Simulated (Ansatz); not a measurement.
`C[SiH](F)S` + HCl → `C[SiH](S)Cl` + H–F at 298.15 K and 1 bar (ligand exchange at the Si–F bond).

Program: Ansatz. Geometries: PBE0-D4/def2-TZVP. ΔE: electronic, gas phase. CCSD(T)/CBS adds triple-zeta CCSD(T) − MP2 to the extrapolated MP2 energy (def2 sets, frozen cores). This one scheme is used for every species. Each species was taken in one conformer, which may not be the lowest.

| species | CCSD(T)/CBS energy (Eh) | H − E (kJ/mol) | S (J/(mol·K)) |
| --- | --- | --- | --- |
| `C[SiH](F)S` | -827.81979 | 172.3 | 329.6 |
| HCl | -460.38127 | 26.6 | 186.8 |
| `C[SiH](S)Cl` | -1187.79090 | 170.1 | 341.6 |
| H–F | -100.39570 | 33.5 | 173.6 |

H − E and S are ideal-gas, rigid-rotor, harmonic terms from PBE0-D4/def2-TZVP, for one conformer and one mirror image of each species. 1 Eh = 2625.50 kJ/mol, R = 8.31446 J/(mol·K).

Task: By hand: ΔE, ΔH, ΔS and ΔG.

Result: ΔE = (-1187.79090) + (-100.39570) − (-827.81979) − (-460.38127) = 0.01446 Eh = 38.0 kJ/mol. Δ(H − E) = 170.1 + 33.5 − 172.3 − 26.6 = 4.7, so ΔH = 42.7 kJ/mol. ΔS = 341.6 + 173.6 − 329.6 − 186.8 = -1.2 J/(mol·K). ΔG = 42.7 − 298.15 × (-1.2)/1000 = 43.1 kJ/mol.

Task: By hand: the equilibrium constant, and the temperature at which ΔG would vanish if ΔH and ΔS stayed fixed.

Result: log₁₀ K = −ΔG/(RT ln 10) = -7.6. ΔH and −TΔS have one sign here, so there is no such temperature.

The number of gas molecules stays the same, so ΔS is small and ΔH decides. A doubt of 5 kJ/mol in ΔE shifts log₁₀ K by 0.9 here. Other conformers and mirror images would add mixing entropy, several J/(mol·K) or more a flexible species. These are equilibria of isolated gas molecules and say nothing of rates. Largest T1 diagnostic: 0.011 (customary marks: 0.02 for closed shells, 0.045 for open ones).

ΔS is within the doubt of such terms, so its sign, and with it that verdict, could turn.
